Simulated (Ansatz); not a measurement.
Isolated molecules relaxed with PBE0-D4/def2-TZVP in Ansatz; ΔE leaves out vibrations. CCSD(T)/CBS adds triple-zeta CCSD(T) − MP2 to the extrapolated MP2 energy (def2 sets, frozen cores). This one scheme is used for every species. DFT in def2-TZVPP. B3LYP here is the variant with VWN-RPA as its local correlation; programs differ in this. For Ge outer-core shells are correlated without core-valence functions, which leaves a few kJ/mol of doubt a bond. Scalar relativity is left out up to krypton. Each species was taken in one conformer, which may not be the lowest.

Consider the substitution at a C–Al bond: `[NH2][AlH][CH2][GeH3]` + H₂S → `S[CH2][GeH3]` + `[NH2][AlH2]`.

`[NH2][AlH][CH2][GeH3]`:

```xyz
12

N    -0.870   -1.066    1.731
Al   -0.555    0.609    1.258
C     0.724    0.937   -0.176
Ge    0.456   -0.189   -1.748
H    -0.449   -1.877    1.308
H    -1.507   -1.344    2.459
H    -1.350    1.746    2.024
H     1.740    0.743    0.186
H     0.693    1.984   -0.491
H     0.599   -1.675   -1.363
H    -0.959    0.017   -2.323
H     1.478    0.116   -2.863
```

H₂S:

```xyz
3

S    -0.234   -0.566   -0.090
H    -0.682    0.537    0.528
H     0.916    0.029   -0.438
```

`S[CH2][GeH3]`:

Z-matrix (Å, degrees):
```
C
Ge 1 1.962
S 1 1.808 2 112.6
H 1 1.091 2 111.2 3 -125.2
H 1 1.092 2 108.8 3 116.5
H 2 1.541 1 110.6 3 176.5
H 2 1.539 1 108.3 3 56.9
H 2 1.535 1 109.4 3 -62.4
H 3 1.343 1 97.4 2 -52.6
```

`[NH2][AlH2]`:

Cartesian coordinates in Å:
```
N 0.283 -0.801 -0.399
Al -0.250 0.707 0.352
H 1.010 -1.397 -0.039
H -0.097 -1.187 -1.247
H 0.465 1.161 1.690
H -1.411 1.517 -0.357
```

```tsv
level	ΔE (eV)
PBE0-D4	0.71
B3LYP-D4	0.69
ωB97M-V	0.72
B2PLYP	0.69
MP2/def2-TZVPP	0.74
SCS-MP2/def2-QZVPP	0.69
HF/CBS(def2)	0.66
CCSD/CBS(def2)	0.72
```

What does CCSD(T)/CBS give? (Estimate.)

Computed: +0.72 eV. The listed levels differ from it by -0.01, -0.03, 0.00, -0.03, 0.02, -0.03, -0.06, 0.00 eV.

Largest T1 diagnostic among the species: 0.011.

In def2-TZVPP, CCSD(T) changes the Hartree–Fock value by +0.08 eV (the triples alone add −0.00 eV) and MP2 by +0.08 eV.
